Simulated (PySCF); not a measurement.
## BP86 on Te⁺ (tellurium, charge +1)

Configuration: [Kr] 4d10 5s2 5p3, high-spin 4S determinant. Calculation: PySCF 2.14, in aug-cc-pVQZ-DK3 (9s8p6d3f2g, 102 functions); scalar relativity by spin-free X2C-1e.

```
Total energy                        : -6793.91 hartree
One-electron energy                 : -9302.63 hartree
Hartree (Coulomb) energy            : 2687.00 hartree
Exchange-correlation energy         : -178.28 hartree
⟨S²⟩                                : 3.7507
⟨L²⟩                                : 0.000
Sum of ⟨r⟩                          : 34.05 bohr
Sum of ⟨r²⟩                         : 48.99 bohr²
Langevin diamagnetic susceptibility : -38.8 ×10⁻⁶ cm³/mol
```

| shell | electrons | mean orbital energy (eV) | rms radius, mean of both spins (bohr) |
| --- | --- | --- | --- |
| 1s α | 1 | -31577.9 | 0.0318 |
| 1s β | 1 | -31577.8 | 0.0318 |
| 2s α | 1 | -4851.8 | 0.130 |
| 2s β | 1 | -4851.8 | 0.130 |
| 2p α | 3 | -4360.4 | 0.115 |
| 2p β | 3 | -4360.3 | 0.115 |
| 3s α | 1 | -973.44 | 0.344 |
| 3s β | 1 | -973.37 | 0.344 |
| 3p α | 3 | -813.21 | 0.344 |
| 3p β | 3 | -813.13 | 0.344 |
| 3d α | 5 | -569.22 | 0.323 |
| 3d β | 5 | -569.14 | 0.323 |
| 4s α | 1 | -173.33 | 0.813 |
| 4s β | 1 | -173.15 | 0.813 |
| 4p α | 3 | -123.54 | 0.877 |
| 4p β | 3 | -123.35 | 0.877 |
| 4d α | 5 | -50.777 | 1.05 |
| 4d β | 5 | -50.439 | 1.05 |
| 5s α | 1 | -24.320 | 2.16 |
| 5s β | 1 | -22.270 | 2.16 |
| 5p α | 3 | -14.592 | 2.62 |

Densities and radii are taken from the X2C orbitals without a picture-change correction, which distorts them close to the nucleus.
